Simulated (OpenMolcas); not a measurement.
# d3 ions of charge +3 down a group on the Mg site of MgO

```json
{"Program": "OpenMolcas", "Method": "SS-CASPT2, IPEA 0.25 Eh, imaginary shift 0.1 Eh", "Spin-orbit coupling": "RASSI with atomic mean-field integrals over the reference wave functions"}
```

The d shell is active; CASPT2 correlates the ligand valence shells and the outer metal core. Each dopant is a cluster with its nearest anions in model potentials and point charges, with no relaxation and no local charge compensation. Distances were set from a Shannon-type radius of the metal (high-spin where two are listed) plus a fixed donor radius (O 1.38 Å), in hosts weighted 0.65 to 0.35 with the host's distance in the model lattice. Ligand basis ANO-RCC-VDZP, DKH2 Hamiltonian. States (labels of O, the rotations of Oh). Energies in cm-1 above the lowest state or level, χT in cm3 K/mol. Spin-only χT is S(S+1) / 2 for the spin of the ground state.

```
 Ion  Shell  R (Å)   Metal basis  Ground state  First state of that spin  First gap with spin-orbit (degeneracies)  χT at 300 K  First state of another spin  Spin-only χT
Cr3+    3d3  2.034  ANO-RCC-VTZP           4A2                 4T2 17870                              12580 (4, 4)        1.843                     2E 12600         1.875
Mo3+    4d3  2.082  ANO-RCC-VTZP           4A2                 4T2 32810                               8650 (4, 4)        1.807                      2E 8710         1.875
```

χT departs most from the spin-only value for Mo3+, by -0.068 cm3 K/mol.

Roots that are degenerate in the reference are averaged as groups; the widest CASPT2 spread within a group is 480 cm-1 (the 3-fold group of multiplicity 2 near 87800 cm-1 above the lowest state of its run, Mo3+). Shifts and gaps below about the spread of the groups concerned are not significant. Over all roots computed the reference weight is 0.69 to 0.71 in Cr3+, 0.69 to 0.70 in Mo3+; a low but even weight reflects the number of correlated electrons. Ligand-to-metal charge-transfer states are missing. With no ligand orbital active B as a rule stays too high, so bands that hang on it stand too high and its fall with covalency is understated. With one d shell and no ligand orbital active, 10Dq can be off by a tenth or more. The least metal-like active orbital is 78 % on the metal (Löwdin) and no ligand orbital is active, so the numbers are rough (holds for Mo3+). No measured value stands beside these numbers; the geometry was set by hand and not optimised.
